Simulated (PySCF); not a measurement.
A GIAO shielding run with PySCF 2.14.0 with density-fitted response routines (density fitting, non-relativistic, gas phase) on `InChI=1S/C3H12ClNSi4/c1-2-9(3-6)5(7)8-4/h1,9H,3,8H2,6-7H3/t9-/m1/s1`:

```
$ OMP_NUM_THREADS=1 python probes_run.py task.json out

{"job": {"kind": "nmr", "xc": "PBE0", "basis": "pcSseg-1"}, "charge": 0, "multiplicity": 1}
C      0.625982    -3.297634    -1.699514
C      0.526119    -2.132944    -1.418827
Si     0.411410    -0.340583    -0.949238
C      1.866964     0.117666     0.173534
Si     1.892261     1.916371     0.784993
N     -1.120997    -0.130306    -0.117058
Si    -1.356037    -0.883148     1.439781
Si    -2.305869     0.978502    -0.712725
Cl    -1.945328     2.824345    -0.011018
H      0.706237    -4.316917    -1.950768
H      0.375223     0.465312    -2.174711
H      2.789235    -0.088529    -0.369373
H      1.867073    -0.547676     1.037325
H      3.151086     2.137419     1.510650
H      0.776147     2.172222     1.695040
H      1.843445     2.831698    -0.358138
H     -0.449471    -2.025707     1.509178
H     -2.750594    -1.320891     1.507455
H     -1.073609     0.079153     2.509929
H     -3.619911     0.563998    -0.240981
H     -2.218287     1.014593    -2.166007
```

Hardware: 1 thread of an Arm Neoverse N1, shared host. The job also computes population analyses, field gradients.

Task: How large is the calculation?

Result: 110 electrons, 248 basis functions and 1402 auxiliary functions.

Task: How long does it take, and how much memory does it need?

Result: 2.3 min of wall time, with 14 SCF cycles and 5 response iterations; peak memory 1.2 GiB. Times on a shared host scatter by some tens of per cent.
